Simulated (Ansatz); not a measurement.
Level of theory: frozen-core CCSD(T)/cc-pVTZ // B3LYP-D3(BJ)/def2-TZVP run with Ansatz (a program for electronic structure). The geometry is that of the parent before the electron was removed.

Ansatz 0.2 input:
```yaml
crystal:
  periodic: [false, false, false]
  atoms:
    - { symbol: B, position_ang: [0.68457, 0.025635, 0.00683] }
    - { symbol: N, position_ang: [-0.701987, -0.02629, -0.007031] }
    - { symbol: H, position_ang: [1.225216, 1.085875, -0.073544] }
    - { symbol: H, position_ang: [1.301281, -0.991262, 0.098775] }
    - { symbol: H, position_ang: [-1.223852, -0.884984, 0.056963] }
    - { symbol: H, position_ang: [-1.285228, 0.791025, -0.081995] }
basis:
  gaussian: { orbitals: cc-pVTZ }
correlation:
  method: ccsd_t
total_charge: 1
magnetization:
  spin_polarized: true
  initial_magnetization: 1
```

Output:

```
Functional definition: HF
654 factors; integrals over basis functions are off by at most 1.3e-3 eV
mean field evaluation 1: about -2200.5005 eV, gradient 4.0e1 eV
mean field evaluation 2: about -2200.5018 eV, gradient 4.0e1 eV
mean field evaluation 4: about -2206.9424 eV, gradient 3.1e0 eV
mean field evaluation 8: about -2207.0600 eV, gradient 1.4e-1 eV
mean field evaluation 16: about -2207.0331 eV, gradient 1.1e0 eV
mean field evaluation 32: about -2208.5824 eV, gradient 4.4e0 eV
mean field evaluation 64: about -2208.7921 eV, gradient 1.6e0 eV
mean field evaluation 96: about -2202.6457 eV, gradient 3.0e-1 eV
mean field evaluation 128: about -2200.6724 eV, gradient 7.2e0 eV
mean field -2208.81305426 eV, -81.1723825569 hartree, gradient 2.1e-6 eV, S^2 0.758017; 5 other end points of the search recorded, 0 dependent functions left out
determinant -2208.81305426 eV, -81.1723825569 hartree, with singles and doubles -2216.97253379 eV, -81.4722378988 hartree
determinant -2207.06040528 eV, -81.1079738948 hartree, with singles and doubles -2216.01803625 eV, -81.4371607613 hartree
2 core orbitals not correlated
reference -2208.81305426 eV, -81.1723825569 hartree; 6, 5 occupied and 108, 109 virtual orbitals, 654 factors
second order -7.16144199 eV of doubles, -0.00000000 eV of singles
cycle   1  -8.00873297 eV  change   -6.9e-1 eV  update   1.7e-2
cycle   2  -8.02055642 eV  change   -1.2e-2 eV  update   3.3e-3
cycle   3  -8.02140509 eV  change   -8.5e-4 eV  update   1.1e-3
cycle   4  -8.02183647 eV  change   -4.3e-4 eV  update   3.3e-4
cycle   5  -8.02192713 eV  change   -9.1e-5 eV  update   1.2e-4
cycle   6  -8.02194763 eV  change   -2.0e-5 eV  update   3.9e-5
cycle   7  -8.02196393 eV  change   -1.6e-5 eV  update   1.4e-5
cycle   8  -8.02197010 eV  change   -6.2e-6 eV  update   4.3e-6
perturbative correction -0.20222945 eV, -0.0074317951 hartree
Total energy: -2217.03725381 eV, -81.4746163157 hartree
```

Cost: roughly 24 core-seconds.
